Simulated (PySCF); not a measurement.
SMILES OB(O)[OH2+] (charge +1) (CAM-B3LYP/def2-SVP optimised geometry):

```
8

O     -0.959    -1.138     0.000
B     -0.086    -0.152     0.000
O      1.226    -0.152     0.000
O     -0.848     1.144     0.000
H     -0.629    -2.048    -0.010
H      1.826     0.601    -0.020
H     -1.826     1.098     0.015
H     -0.489     2.048     0.059
```

Computed with CAM-B3LYP/def2-TZVP in PySCF.

Task: What are the frontier orbital energies?

Result: HOMO-2 -18.40 eV, HOMO-1 -17.82 eV, HOMO -16.83 eV, LUMO -4.99 eV, LUMO+1 -2.99 eV.

On the same geometry PBE/def2-TZVP (PySCF) gives HOMO-2 -15.00 eV, HOMO-1 -14.45 eV, HOMO -13.61 eV, LUMO -6.72 eV, LUMO+1 -4.84 eV.

Meta-Löwdin charges at CAM-B3LYP/def2-TZVP: O1 -0.49, B2 0.65, O3 -0.47, O4 -0.37, H5 0.41, H6 0.40, H7 0.44, H8 0.43.
